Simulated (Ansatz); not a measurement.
Reaction (redistribution): `[OH][Au]` + `CSB(O)F` → `C[S][Au]` + `OB(O)F`

Program: Ansatz. Geometries: PBE0-D4/def2-TZVP. ΔE: electronic, gas phase. CCSD(T)/CBS adds triple-zeta CCSD(T) − MP2 to the extrapolated MP2 energy (def2 sets, frozen cores). Functionals use def2-TZVPP. B3LYP here is the variant with VWN-RPA as its local correlation; programs differ in this. Elements past krypton have def2 core potentials. For Au outer-core shells are correlated without core-valence functions, which leaves a few kJ/mol of doubt a bond. One conformer a species, not always the lowest.

`[OH][Au]`:

Z-matrix (Å, degrees):
```
O
Au 1 1.952
H 1 0.965 2 104.8
```

`CSB(O)F`:

Z-matrix (Å, degrees):
```
C
S 1 1.810
H 1 1.088 2 110.7
H 1 1.089 2 106.7 3 119.0
H 1 1.088 2 110.7 3 -122.0
B 2 1.799 1 101.1 3 60.6
F 6 1.336 2 117.9 1 -180.0
O 6 1.354 2 122.0 1 -0.0
H 8 0.962 6 112.6 2 180.0
```

`C[S][Au]`:

Cartesian coordinates in Å:
```
C 0.344 0.422 -0.284
S 0.230 -0.746 1.092
Au -1.785 -1.685 0.845
H 1.326 0.889 -0.176
H -0.418 1.198 -0.226
H 0.303 -0.078 -1.251
```

`OB(O)F`:

Cartesian coordinates in Å:
```
O -0.184 -0.210 1.077
B 0.249 0.032 -0.189
O -0.617 0.254 -1.204
F 1.553 0.057 -0.466
H 0.532 -0.351 1.700
H -1.532 0.218 -0.919
```

```
   species  B3LYP-D4 energy (Eh)
`[OH][Au]`            -211.61103
 `CSB(O)F`            -638.92023
`C[S][Au]`            -573.95586
  `OB(O)F`            -276.65534
```

Problem. Work out ΔE.

Solution. ΔE = (-573.95586) + (-276.65534) − (-211.61103) − (-638.92023) = -0.07994 Eh = -2.18 eV. CCSD(T)/CBS gives -2.24 eV.

Problem. What do rigid-rotor, harmonic-oscillator terms from PBE0-D4/def2-TZVP frequencies (298.15 K, 1 bar) make of the CCSD(T)/CBS value? (Estimate.)

Solution. Ansatz gave: ΔZPE = +0.06 eV, ΔH = -2.19 eV, ΔS = -4 J/(mol·K), ΔG = -2.18 eV.

Largest T1 diagnostic among the species: 0.030, so the coupled-cluster value is less sure than usual.

From PBE to PBE0 (25 % exact exchange), in def2-TZVPP and without D4, ΔE moves by −0.12 eV. Leaving LDA and LC-ωPBE aside and taking each functional with its dispersion term where it has one, the values, not all of them listed here, spread over 0.29 eV, from BHLYP-D4 to revPBE-D4. LDA lies −0.17 eV from PBE without D4.
